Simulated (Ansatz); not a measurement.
```yaml
crystal:
  periodic: [false, false, false]
  atoms:
    - {symbol: C, position_ang: [-0.899348, 0.058420, 1.584239]}
    - {symbol: Si, position_ang: [0.011168, -0.350965, 0.004692]}
    - {symbol: O, position_ang: [1.126612, -1.551274, 0.241605]}
    - {symbol: S, position_ang: [-1.580491, -1.003242, -1.302165]}
    - {symbol: In, position_ang: [1.263327, 1.564464, -1.167389]}
    - {symbol: H, position_ang: [-1.602203, 0.879961, 1.426070]}
    - {symbol: H, position_ang: [-1.462221, -0.805508, 1.950055]}
    - {symbol: H, position_ang: [-0.191489, 0.359921, 2.359921]}
    - {symbol: H, position_ang: [0.791002, -2.406920, 0.521507]}
    - {symbol: H, position_ang: [-0.789455, -1.192395, -2.371416]}
    - {symbol: H, position_ang: [1.978902, 1.276659, -2.717487]}
    - {symbol: H, position_ang: [1.354207, 3.170868, -0.529623]}
basis:
  gaussian: {orbitals: def2-mTZVP, final_grid: {core_spheres: 20, valence_spheres: 16, degree: 47}}
magnetization: {spin_polarized: true, initial_magnetization: 8}
hamiltonian: {xc: {name: BLYP}}
accuracy: high
output: {forces: true}
```

```sh
$ ansatz run in.yaml --threads 4 --pin off --events-out ev --progress --plain --max-ram 10444MiB
```

Shortened log:

```
Functional definition: BLYP
3036 factors; integrals over basis functions are off by at most 8.9e-9 eV
mean field evaluation 1: about -27040.3153 eV, gradient 7.1e1 eV
mean field evaluation 2: about -26734.5061 eV, gradient 1.9e2 eV
mean field evaluation 4: about -27015.3754 eV, gradient 8.5e1 eV
mean field evaluation 8: about -27064.0870 eV, gradient 7.1e0 eV
mean field evaluation 16: about -27064.5826 eV, gradient 2.3e-2 eV
mean field evaluation 32: about -27064.5826 eV, gradient 3.5e-7 eV
mean field -27064.58264754 eV, -994.6050672640 hartree, gradient 4.2e-8 eV, S^2 20.008622; 8 other end points of the search recorded, 0 dependent functions left out
reference -27064.58271362 eV, -994.6050696925 hartree; 40, 32 occupied and 104, 112 virtual orbitals, 3036 factors
Total energy: -27064.58271362 eV, -994.6050696925 hartree
Atom 0 at    -0.899348     0.058420     1.584239 Å, force    -1.418441    -0.142136     2.379840 eV/Å
Atom 1 at     0.011168    -0.350965     0.004692 Å, force     1.629713     1.722910     0.591672 eV/Å
Atom 2 at     1.126612    -1.551274     0.241605 Å, force     2.319415     0.357460     0.172264 eV/Å
Atom 3 at    -1.580491    -1.003242    -1.302165 Å, force    -6.575692    -0.601886     1.904568 eV/Å
Atom 4 at     1.263327     1.564464    -1.167389 Å, force    -0.552462    -0.686260     0.941683 eV/Å
Atom 5 at    -1.602203     0.879961     1.426070 Å, force    -0.007570     0.075178    -0.490946 eV/Å
Atom 6 at    -1.462221    -0.805508     1.950055 Å, force    -0.406357    -0.417635     0.146495 eV/Å
Atom 7 at    -0.191489     0.359921     2.359921 Å, force     0.582719     0.017694    -0.093715 eV/Å
Atom 8 at     0.791002    -2.406920     0.521507 Å, force    -0.720033    -2.455366     0.924993 eV/Å
Atom 9 at    -0.789455    -1.192395    -2.371416 Å, force     3.150716    -0.551982    -4.077475 eV/Å
Atom 10 at     1.978902     1.276659    -2.717487 Å, force     1.679980    -0.171284    -3.220943 eV/Å
Atom 11 at     1.354207     3.170868    -0.529623 Å, force     0.318012     2.853307     0.821563 eV/Å
Dipole moment:    -0.438665    -0.148730     0.482031 e Å
```

In this input the spin is set far too high for this molecule. Self-consistency was reached. The result belongs to that input, not to the molecule as meant.
